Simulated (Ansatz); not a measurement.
System: As, charge 0, quartet.

Hartree-Fock and CCSD correlation energies in hartree (Ansatz, a program for electronic structure). UHF or UKS for unpaired electrons; spin-orbit terms are left out. Cores are frozen in correlated methods (noble-gas shells, and filled d and f shells in the p block). No relativity.

| basis | X | E(HF) | E(corr, CCSD) |
|---|---|---|---|
| cc-pVTZ | 3 | -2234.23714 | -0.08578 |
| cc-pVQZ | 4 | -2234.23956 | -0.08934 |
| cc-pV5Z | 5 | -2234.23980 | withheld |

Problem. Fit E(corr) = E∞ + A/X³ to X = 3 and 4, predict X = 5, and compare with the run.

Solution. A = (-0.08578 - (-0.08934))/(1/27 - 1/64) = 0.1663; E∞ = -0.08934 - A/64 = -0.09194; at X = 5, E∞ + A/125 = -0.09061. The run gave -0.09077, 0.16 mEh below the prediction. The same form on X = 4 and 5 gives E∞ = -0.09227, 0.33 mEh below the first estimate.
